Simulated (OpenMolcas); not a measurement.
# Ni4+, Pd4+, Pt4+: d6 down the group

```json
{"Program": "OpenMolcas 26.06", "Method": "MS-CASPT2, IPEA 0.25 Eh, imaginary shift 0.1 Eh", "Basis": "ANO-R3", "Scalar Hamiltonian": "X2C, finite nucleus", "Spin-orbit coupling": "RASSI with atomic mean-field integrals over the reference wave functions, term energies averaged over their components"}
```

Active space for each ion: 6 electrons in 5 orbitals (d); closed shells correlated by CASPT2: Ni4+ 3s 3p; Pd4+ 4s 4p; Pt4+ 5s 5p.

Computed levels in cm-1 above 5D4:

| Level | Ni4+ | Pd4+ | Pt4+ |
| --- | --- | --- | --- |
| 5D3 | 860 | 2010 | 7760 |
| 5D1 | 1818 | 3830 | 11170 |
| 5D0 | 2000 | 4180 | 11240 |
| 3H6 | 27310 | 20020 | 22150 |
| 3H5 | 27700 | 20330 | 34600 |
| 3P1(1) | 28500 | 25110 | 42160 |
| 3F2(1) | 29870 | 23350 | 26570 |
| 3G5 | 33480 | 25330 | 21680 |
| 3G4 | 34250 | 26840 | 33810 |
| weight of 5D in the lowest level (%) | 100 | 98 | 79 |

Mixed levels, with the weight of the term that names them: Pt4+ 5D0 (73 %), Pt4+ 3H5 (52 %), Pt4+ 3P1(1) (68 %), Pt4+ 3F2(1) (66 %), Pt4+ 3G5 (52 %), Pt4+ 3G4 (57 %).

Measured, with the error of the calculation in %. Measured levels: Ni4+ from Corliss and Sugar, J. Phys. Chem. Ref. Data 10, 197 (1981).

```
 Level          Ni4+
   5D3    890 (-3.3)
   5D1   1872 (-2.8)
   5D0   2058 (-2.8)
   3H6  27111 (+0.7)
   3H5  27578 (+0.4)
3P1(1)  28698 (-0.7)
3F2(1)  29899 (-0.1)
   3G5  33256 (+0.7)
   3G4  34062 (+0.6)
```

The fine-structure level 5D0 changes by a factor of 5.62 from Ni4+ to Pt4+.

Without spin-orbit coupling 3H lies 26880, 19030, 17460 cm-1 above 5D in that order; the difference to the level 3H6, of either sign, comes from spin-orbit coupling, which also lowers the zero.

CASPT2 does not keep the components of a term degenerate, so their means are used; among the terms shown or strongly mixed into the levels shown the widest spread is 1100 cm-1 (5d6 1I, Pt4+). The CASPT2 spread within a term exceeds the gap to the next term for 5d6 3D and 5d6 1I, 5d6 1I and 5d6 1G(1), so the order of their levels is uncertain (holds for Pt4+). Computed and measured levels are paired by configuration, term and J; levels that our copy of the source lacks, or whose pairing is in doubt (as where it misses far off the trend of its configuration), stay unpaired and out of the deviations. Only configurations of the active space appear.

A number in round brackets counts repeated terms of one configuration in the order of the reference energies.
